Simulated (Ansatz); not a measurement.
Harmonic vibrations of Na5H4⁺ by finite differences.

```yaml
crystal:
  periodic: [false, false, false]
  atoms:
    - {symbol: Na, position_ang: [1.631156, -2.434918, -0.482010]}
    - {symbol: Na, position_ang: [1.234660, 0.281788, 2.685955]}
    - {symbol: Na, position_ang: [-1.489594, -0.513903, -2.516237]}
    - {symbol: Na, position_ang: [0.365323, 0.335820, -0.242354]}
    - {symbol: Na, position_ang: [-1.884980, 2.199345, 0.650176]}
    - {symbol: H, position_ang: [-1.634082, 1.060788, -1.113148]}
    - {symbol: H, position_ang: [1.705189, -0.996028, 1.067151]}
    - {symbol: H, position_ang: [0.246451, -1.419027, -1.717191]}
    - {symbol: H, position_ang: [-0.174123, 1.486146, 1.667678]}
basis:
  gaussian: {orbitals: def2-SVP}
total_charge: 1
hamiltonian: {xc: r2scan, dispersion: d4}
scf: {omitted_lower_state_checks: [starts]}
phonons: {temperatures: {t_min: 298.15, t_max: 900, t_step: 200}}
```

```sh
$ ansatz run in.yaml --threads 4 --pin off --events-out ev --progress --plain --max-ram 3916MiB
```

Shortened log:

```
Functional definition: r2SCAN
mean field -22130.65409832 eV, -813.2865374171 hartree, gradient 2.1e-5 eV, S^2 0.000000; 0 other end points of the search recorded, 0 dependent functions left out
mean field -22130.65408283 eV, -813.2865368479 hartree, gradient 2.3e-6 eV, S^2 0.000000; 0 other end points of the search recorded, 0 dependent functions left out
mean field -22130.65410589 eV, -813.2865376952 hartree, gradient 2.4e-6 eV, S^2 0.000000; 0 other end points of the search recorded, 0 dependent functions left out
mean field -22130.65410143 eV, -813.2865375315 hartree, gradient 2.8e-6 eV, S^2 0.000000; 0 other end points of the search recorded, 0 dependent functions left out
mean field -22130.65408032 eV, -813.2865367557 hartree, gradient 2.8e-6 eV, S^2 0.000000; 0 other end points of the search recorded, 0 dependent functions left out
mean field -22130.65409967 eV, -813.2865374669 hartree, gradient 2.8e-6 eV, S^2 0.000000; 0 other end points of the search recorded, 0 dependent functions left out
mean field -22130.65408596 eV, -813.2865369628 hartree, gradient 2.8e-6 eV, S^2 0.000000; 0 other end points of the search recorded, 0 dependent functions left out
mean field -22130.65409028 eV, -813.2865371216 hartree, gradient 2.4e-6 eV, S^2 0.000000; 0 other end points of the search recorded, 0 dependent functions left out
mean field -22130.65409847 eV, -813.2865374227 hartree, gradient 2.5e-6 eV, S^2 0.000000; 0 other end points of the search recorded, 0 dependent functions left out
mean field -22130.65408744 eV, -813.2865370172 hartree, gradient 2.7e-6 eV, S^2 0.000000; 0 other end points of the search recorded, 0 dependent functions left out
mean field -22130.65410006 eV, -813.2865374809 hartree, gradient 2.7e-6 eV, S^2 0.000000; 0 other end points of the search recorded, 0 dependent functions left out
mean field -22130.65407916 eV, -813.2865367129 hartree, gradient 2.9e-6 eV, S^2 0.000000; 0 other end points of the search recorded, 0 dependent functions left out
mean field -22130.65410066 eV, -813.2865375030 hartree, gradient 3.0e-6 eV, S^2 0.000000; 0 other end points of the search recorded, 0 dependent functions left out
mean field -22130.65409428 eV, -813.2865372687 hartree, gradient 5.4e-7 eV, S^2 0.000000; 0 other end points of the search recorded, 0 dependent functions left out
mean field -22130.65409078 eV, -813.2865371402 hartree, gradient 3.0e-6 eV, S^2 0.000000; 0 other end points of the search recorded, 0 dependent functions left out
mean field -22130.65409160 eV, -813.2865371701 hartree, gradient 5.8e-7 eV, S^2 0.000000; 0 other end points of the search recorded, 0 dependent functions left out
mean field -22130.65409488 eV, -813.2865372909 hartree, gradient 2.8e-6 eV, S^2 0.000000; 0 other end points of the search recorded, 0 dependent functions left out
mean field -22130.65410015 eV, -813.2865374843 hartree, gradient 2.5e-6 eV, S^2 0.000000; 0 other end points of the search recorded, 0 dependent functions left out
mean field -22130.65408430 eV, -813.2865369019 hartree, gradient 2.5e-6 eV, S^2 0.000000; 0 other end points of the search recorded, 0 dependent functions left out
mean field -22130.65407225 eV, -813.2865364591 hartree, gradient 5.1e-7 eV, S^2 0.000000; 0 other end points of the search recorded, 0 dependent functions left out
mean field -22130.65411026 eV, -813.2865378558 hartree, gradient 5.4e-7 eV, S^2 0.000000; 0 other end points of the search recorded, 0 dependent functions left out
mean field -22130.65407079 eV, -813.2865364054 hartree, gradient 5.3e-7 eV, S^2 0.000000; 0 other end points of the search recorded, 0 dependent functions left out
mean field -22130.65411061 eV, -813.2865378688 hartree, gradient 5.5e-7 eV, S^2 0.000000; 0 other end points of the search recorded, 0 dependent functions left out
mean field -22130.65410118 eV, -813.2865375221 hartree, gradient 5.9e-7 eV, S^2 0.000000; 0 other end points of the search recorded, 0 dependent functions left out
mean field -22130.65407739 eV, -813.2865366481 hartree, gradient 5.6e-7 eV, S^2 0.000000; 0 other end points of the search recorded, 0 dependent functions left out
mean field -22130.65409611 eV, -813.2865373360 hartree, gradient 4.7e-7 eV, S^2 0.000000; 0 other end points of the search recorded, 0 dependent functions left out
mean field -22130.65408783 eV, -813.2865370317 hartree, gradient 2.9e-6 eV, S^2 0.000000; 0 other end points of the search recorded, 0 dependent functions left out
mean field -22130.65408857 eV, -813.2865370588 hartree, gradient 2.2e-6 eV, S^2 0.000000; 0 other end points of the search recorded, 0 dependent functions left out
mean field -22130.65409892 eV, -813.2865374390 hartree, gradient 2.2e-6 eV, S^2 0.000000; 0 other end points of the search recorded, 0 dependent functions left out
mean field -22130.65409089 eV, -813.2865371443 hartree, gradient 3.0e-6 eV, S^2 0.000000; 0 other end points of the search recorded, 0 dependent functions left out
mean field -22130.65409366 eV, -813.2865372460 hartree, gradient 6.3e-7 eV, S^2 0.000000; 0 other end points of the search recorded, 0 dependent functions left out
mean field -22130.65410475 eV, -813.2865376535 hartree, gradient 2.8e-6 eV, S^2 0.000000; 0 other end points of the search recorded, 0 dependent functions left out
mean field -22130.65408388 eV, -813.2865368863 hartree, gradient 2.8e-6 eV, S^2 0.000000; 0 other end points of the search recorded, 0 dependent functions left out
mean field -22130.65409293 eV, -813.2865372192 hartree, gradient 2.8e-6 eV, S^2 0.000000; 0 other end points of the search recorded, 0 dependent functions left out
mean field -22130.65408897 eV, -813.2865370734 hartree, gradient 2.9e-6 eV, S^2 0.000000; 0 other end points of the search recorded, 0 dependent functions left out
mean field -22130.65408703 eV, -813.2865370024 hartree, gradient 2.7e-6 eV, S^2 0.000000; 0 other end points of the search recorded, 0 dependent functions left out
mean field -22130.65409125 eV, -813.2865371572 hartree, gradient 2.5e-6 eV, S^2 0.000000; 0 other end points of the search recorded, 0 dependent functions left out
mean field -22130.65409616 eV, -813.2865373378 hartree, gradient 2.7e-6 eV, S^2 0.000000; 0 other end points of the search recorded, 0 dependent functions left out
mean field -22130.65409337 eV, -813.2865372353 hartree, gradient 2.8e-6 eV, S^2 0.000000; 0 other end points of the search recorded, 0 dependent functions left out
mean field -22130.65410144 eV, -813.2865375318 hartree, gradient 2.7e-6 eV, S^2 0.000000; 0 other end points of the search recorded, 0 dependent functions left out
mean field -22130.65407997 eV, -813.2865367428 hartree, gradient 2.8e-6 eV, S^2 0.000000; 0 other end points of the search recorded, 0 dependent functions left out
mean field -22130.65407755 eV, -813.2865366539 hartree, gradient 2.5e-6 eV, S^2 0.000000; 0 other end points of the search recorded, 0 dependent functions left out
mean field -22130.65410038 eV, -813.2865374930 hartree, gradient 2.4e-6 eV, S^2 0.000000; 0 other end points of the search recorded, 0 dependent functions left out
mean field -22130.65410144 eV, -813.2865375318 hartree, gradient 2.9e-6 eV, S^2 0.000000; 0 other end points of the search recorded, 0 dependent functions left out
mean field -22130.65407832 eV, -813.2865366821 hartree, gradient 5.3e-7 eV, S^2 0.000000; 0 other end points of the search recorded, 0 dependent functions left out
mean field -22130.65409788 eV, -813.2865374009 hartree, gradient 2.8e-6 eV, S^2 0.000000; 0 other end points of the search recorded, 0 dependent functions left out
mean field -22130.65408697 eV, -813.2865370000 hartree, gradient 2.8e-6 eV, S^2 0.000000; 0 other end points of the search recorded, 0 dependent functions left out
mean field -22130.65409006 eV, -813.2865371136 hartree, gradient 2.5e-6 eV, S^2 0.000000; 0 other end points of the search recorded, 0 dependent functions left out
mean field -22130.65409412 eV, -813.2865372627 hartree, gradient 2.4e-6 eV, S^2 0.000000; 0 other end points of the search recorded, 0 dependent functions left out
mean field -22130.65409516 eV, -813.2865373009 hartree, gradient 2.7e-6 eV, S^2 0.000000; 0 other end points of the search recorded, 0 dependent functions left out
mean field -22130.65408446 eV, -813.2865369077 hartree, gradient 2.9e-6 eV, S^2 0.000000; 0 other end points of the search recorded, 0 dependent functions left out
mean field -22130.65409713 eV, -813.2865373733 hartree, gradient 2.6e-6 eV, S^2 0.000000; 0 other end points of the search recorded, 0 dependent functions left out
mean field -22130.65408850 eV, -813.2865370564 hartree, gradient 2.8e-6 eV, S^2 0.000000; 0 other end points of the search recorded, 0 dependent functions left out
mean field -22130.65409275 eV, -813.2865372126 hartree, gradient 2.5e-6 eV, S^2 0.000000; 0 other end points of the search recorded, 0 dependent functions left out
mean field -22130.65409074 eV, -813.2865371385 hartree, gradient 2.6e-6 eV, S^2 0.000000; 0 other end points of the search recorded, 0 dependent functions left out
Total energy: -22130.70644347 eV, -813.2884610659 hartree
Atom 0 at     1.631156    -2.434918    -0.482010 Å, force    -0.004547     0.004077     0.002732 eV/Å
Atom 1 at     1.234660     0.281788     2.685955 Å, force    -0.001597    -0.002524    -0.004153 eV/Å
Atom 2 at    -1.489594    -0.513903    -2.516237 Å, force     0.000614    -0.000698     0.003059 eV/Å
Atom 3 at     0.365323     0.335820    -0.242354 Å, force    -0.006251    -0.006717     0.003862 eV/Å
Atom 4 at    -1.884980     2.199345     0.650176 Å, force     0.001550    -0.001976    -0.000516 eV/Å
Atom 5 at    -1.634082     1.060788    -1.113148 Å, force     0.005601    -0.000571     0.000507 eV/Å
Atom 6 at     1.705189    -0.996028     1.067151 Å, force    -0.001501     0.005079    -0.005498 eV/Å
Atom 7 at     0.246451    -1.419027    -1.717191 Å, force     0.004084     0.003424     0.001176 eV/Å
Atom 8 at    -0.174123     1.486146     1.667678 Å, force     0.002047    -0.000093    -0.001169 eV/Å
Dipole moment:    -0.235468    -0.216464     0.156734 e Å
Vibrations: 42.81 56.11 135.09 139.19 139.28 139.56 185.27 221.49 221.76 269.33 431.76 431.92 525.51 590.09 636.54 639.63 785.17 971.56 1104.22 1104.31 1153.26 cm⁻¹, zero-point energy 0.615201 eV
Checks for a lower state left out: starts
```

Hardware: 4 threads of Intel Xeon 6975P-C on a shared host. Wall time 41 s.

The structure comes from a short search, and lower isomers may exist.
